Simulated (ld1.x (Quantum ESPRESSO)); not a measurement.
## An all-electron radial function and its pseudo partner (Er)

Columns: radius, all-electron u(r) and pseudo u(r) of the 4f shell (level -9.51 eV) of erbium in the configuration [Kr] 4d10 4f11 5s2 5p6 5d1 6s2 6p0; PBEsol, scalar-relativistic, ultrasoft scheme, ld1.x (Quantum ESPRESSO) 7.5.

| r (bohr) | all-electron | pseudo |
| --- | --- | --- |
| 0.118 | 0.1620 | 0.0010 |
| 0.235 | 0.6430 | 0.0143 |
| 0.353 | 1.0091 | 0.0637 |
| 0.470 | 1.1429 | 0.1652 |
| 0.588 | 1.1233 | 0.3146 |
| 0.705 | 1.0327 | 0.4768 |
| 0.822 | 0.9188 | 0.6076 |
| 0.940 | 0.8031 | 0.6719 |
| 1.058 | 0.6962 | 0.6610 |
| 1.175 | 0.6019 | 0.5983 |
| 1.292 | 0.5197 | 0.5197 |
| 1.410 | 0.4480 | 0.4480 |
| 1.528 | 0.3866 | 0.3866 |
| 1.645 | 0.3343 | 0.3343 |
| 1.763 | 0.2893 | 0.2893 |
| 1.880 | 0.2510 | 0.2510 |
| 1.998 | 0.2180 | 0.2180 |
| 2.115 | 0.1899 | 0.1899 |
| 2.232 | 0.1658 | 0.1658 |
| 2.350 | 0.1448 | 0.1448 |
| 2.468 | 0.1268 | 0.1268 |
| 2.585 | 0.1114 | 0.1114 |
| 2.702 | 0.0981 | 0.0981 |
| 2.820 | 0.0864 | 0.0864 |
| 2.938 | 0.0763 | 0.0763 |
| 3.055 | 0.0675 | 0.0675 |

(1) How many radial nodes do the two functions have?

(2) At about which radius was the pseudo-wave matched?

(3) Where does each function peak?

(4) Is the pseudo-wave norm-conserving?

Answers

(1) The all-electron 4f function has n − l − 1 = 0; the pseudo-wave has 0.

(2) 1.35 bohr, where the columns begin to agree (steps of 0.12 bohr).

(3) Outermost all-electron maximum near 0.47 bohr, pseudo maximum near 0.94 bohr (to the table’s step).

(4) No, it belongs to an ultrasoft set: the norm inside the radius is not constrained, and the difference is carried by the augmentation charge.
